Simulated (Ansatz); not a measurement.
Calculation: B3LYP-D3(BJ)/def2-TZVP run with Ansatz (a first-principles code). No frequencies were computed at this level.

Ansatz 0.2 input:
```yaml
crystal:
  periodic: [false, false, false]
  atoms:
    - { symbol: Al, position_ang: [0.000091, 0.000011, -0.000393] }
    - { symbol: H, position_ang: [1.551222, -0.072985, 0.000284] }
    - { symbol: H, position_ang: [-0.838803, -1.306701, 0.000403] }
    - { symbol: H, position_ang: [-0.712509, 1.379674, -0.000294] }
basis:
  gaussian: { orbitals: def2-tzvp }
hamiltonian:
  xc: b3lyp
  dispersion: d3bj
relax:
  max_steps: 150
```

Output:

```
Functional definition: B3LYP
391 factors; their error is unknown
mean field evaluation 1: about -6645.2829 eV, gradient 1.3e1 eV
mean field evaluation 2: about -6645.8307 eV, gradient 3.7e0 eV
mean field evaluation 4: about -6645.8804 eV, gradient 5.0e-2 eV
mean field evaluation 8: about -6645.8891 eV, gradient 8.6e-4 eV
mean field -6645.88911203 eV, -244.2319201215 hartree, gradient 3.0e-5 eV, S^2 0.000000; 0 other end points of the search recorded, 0 dependent functions left out
reference -6645.88934345 eV, -244.2319286262 hartree; 8, 8 occupied and 47, 47 virtual orbitals, 391 factors
relax step   1: F+E_penalty+E_count = -6645.94329302 eV  Δ(F+E_penalty+E_count) = +0.000e0 eV  max|allowed force component| = 3.978e-1 eV/Å  Δτ_max = 0.0000 Å  (17 SCF iters, accepted)
these checks for a lower state are left out or cut short: starts, cluster_reference, orbital_swaps, neighbouring_geometries, increment
391 factors; their error is unknown
mean field -6645.90465384 eV, -244.2324912728 hartree, gradient 1.1e-5 eV, S^2 0.000000; 0 other end points of the search recorded, 0 dependent functions left out
reference -6645.90488565 eV, -244.2324997916 hartree; 8, 8 occupied and 47, 47 virtual orbitals, 391 factors
relax step   2: F+E_penalty+E_count = -6645.95866051 eV  Δ(F+E_penalty+E_count) = -1.537e-2 eV  max|allowed force component| = 7.799e-2 eV/Å  Δτ_max = 0.0218 Å  (20 SCF iters, accepted)
these checks for a lower state are left out or cut short: starts, cluster_reference, orbital_swaps, neighbouring_geometries, increment
391 factors; their error is unknown
mean field evaluation 16: about -6645.8964 eV, gradient 2.4e-1 eV
mean field -6645.90534875 eV, -244.2325168100 hartree, gradient 1.1e-5 eV, S^2 0.000000; 0 other end points of the search recorded, 0 dependent functions left out
reference -6645.90558065 eV, -244.2325253324 hartree; 8, 8 occupied and 47, 47 virtual orbitals, 391 factors
relax step   3: F+E_penalty+E_count = -6645.95931067 eV  Δ(F+E_penalty+E_count) = -6.502e-4 eV  max|allowed force component| = 4.140e-3 eV/Å  Δτ_max = 0.0059 Å  (21 SCF iters, accepted)
391 factors; their error is unknown
mean field evaluation 32: about -6645.9053 eV, gradient 3.8e-5 eV
mean field -6645.90534875 eV, -244.2325168100 hartree, gradient 1.3e-5 eV, S^2 0.000000; 1 other end points of the search recorded, 0 dependent functions left out
reference -6645.90558065 eV, -244.2325253324 hartree; 8, 8 occupied and 47, 47 virtual orbitals, 391 factors
Total energy: -6645.95954258 eV, -244.2345083966 hartree
Atom 0 at    -0.000003    -0.000001     0.000167 Å, force     0.000005     0.000001    -0.001122 eV/Å
Atom 1 at     1.578676    -0.074244     0.000100 Å, force    -0.004140     0.000192     0.000374 eV/Å
Atom 2 at    -0.853635    -1.330060     0.000221 Å, force     0.002240     0.003516     0.000373 eV/Å
Atom 3 at    -0.725037     1.404303    -0.000488 Å, force     0.001895    -0.003708     0.000375 eV/Å
Dipole moment:    -0.000005    -0.000000     0.000213 e Å
```

Cost: about 2.2 core-seconds (a rough figure).
